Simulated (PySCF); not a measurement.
boron oxyfluoride (BFO), SMILES FB=O. Atoms are numbered in the order given.

```xyz
3

F      0.0000     0.0000     1.1962
B      0.0000     0.0000    -0.0860
O      0.0000     0.0000    -1.2920
```

Geometry: PBE0-D3(BJ)/def2-TZVP.

These are PySCF with ωB97X/def2-TZVPD values and carry that method's errors.

The molecule is in vacuum.

Computed frontier levels, gap, dipole moment and polarisability:
```json
{
 "highest_occupied_level": "-12.84 eV",
 "lowest_empty_level": "0.88 eV",
 "orbital_gap": "13.72 eV",
 "dipole_moment": "2.24 D",
 "quadrupole, principal values (traceless, Buckingham form, about the centre of nuclear charge)": "-5.68, 2.84, 2.84 D·Å",
 "mean_static_polarisability": "16.9 bohr³ (2.50 Å³)",
 "polarisability_principal_values": "14.5, 14.5, 21.6 bohr³"
}
```
